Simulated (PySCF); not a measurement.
Species: C3BrClO.
SMILES: `O=c1c(Cl)c1Br`

Method: MP2 and CCSD/aug-cc-pVDZ in PySCF, restricted Hartree–Fock reference, 18 core orbitals frozen, non-relativistic, gas phase, PBE0-D3(BJ)/def2-SVP geometry.

E(HF) = -3220.27961 Eh.

(1) How large is the problem?

(2) What are the MP2 and CCSD correlation energies?

(3) What is the T1 diagnostic?

(4) How does correlation change the dipole moment?

Results:

(1) 155 basis functions and 78 electrons; 18 orbitals frozen, which leaves o = 21 correlated occupied and v = 116 virtual orbitals. That is o·v = 2436 singles and o·v(o·v + 1)/2 = 2968266 distinct closed-shell doubles amplitudes before symmetry; the costliest CCSD step grows as o²v⁴ = 8.0 × 10^10.

(2) MP2 -0.8637 Eh and CCSD -0.8816 Eh, which gives totals of -3221.14331 and -3221.16116 Eh. That is 0.571 eV for each correlated electron at CCSD (2315 kJ/mol in all, 0.027 % of the total energy); MP2 gives 98.0 % of the CCSD value.

(3) 0.0146, below the customary warning level of 0.02. It is the norm of the spatial-orbital singles amplitudes over the root of the number of correlated electrons, so the norm is 0.095.

(4) HF gives 3.62 D and CCSD (unrelaxed density) 2.99 D, a change of -0.63 D.

Connected triples and the basis-set limit are missing.
